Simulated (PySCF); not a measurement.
Labels have come off several samples. The candidates:

A. `C[C@@H]1C[C@H](F)[C@@H]2O[C@@H]21`
B. SMILES C/C=N\[Si](C)(C)Cl
C. SMILES CC/C=C/C[SiH2]F

Spectrum 1. 13C{1H} NMR (computed): δ 143.8 (CH), 125.6 (CH), 32.6 (CH2), 25.9 (CH2), 17.7 (CH3).

Spectrum 2. 13C{1H} NMR (computed): δ 98.2 (CH), 55.3 (CH), 55.2 (CH), 36.3 (CH), 35.3 (CH2), 17.4 (CH3).

Spectrum 3. 13C{1H} NMR (computed): δ 180.9 (CH), 28.7 (CH3), 4.5 (CH3).

PySCF 2.14 calculation with shielding tensors at PBE0/pcSseg-1 (GIAO) and geometry: GFN2-xTB; averaged over atoms made equivalent by symmetry, fast rotation or ring inversion, a single conformation, in vacuum, no relativistic terms.

Chemical shifts δ = σref − σ; 13C (186.93 ppm) against TMS, all at this level. Splittings of carbon signals by F and P are missing where no couplings were computed. Shifts are as computed. Against solution values, carbons near 30 ppm lie about +3 ppm off and those near 130 ppm about +5 ppm. Of 1309 compounds with measured shifts, 239 miss one by over three times the rms of a fit or turn the order of signals round; such compounds aren't used in these exercises.

**Question.** Which spectrum belongs to which compound?

**Answer.** 1–C, 2–A, 3–B.

- Spectrum 1 (C): 5 13C signals; δC 143.8 is an alkene CH; δC 125.6 is an alkene CH.
- Spectrum 2 (A): 6 13C signals; δC 98.2 is an sp3 CH bonded to F; δC 55.3 is an epoxide ring carbon.
- Spectrum 3 (B): 3 13C signals; δC 28.7 is a methyl carbon; δC 4.5 is a methyl carbon bonded to Si.
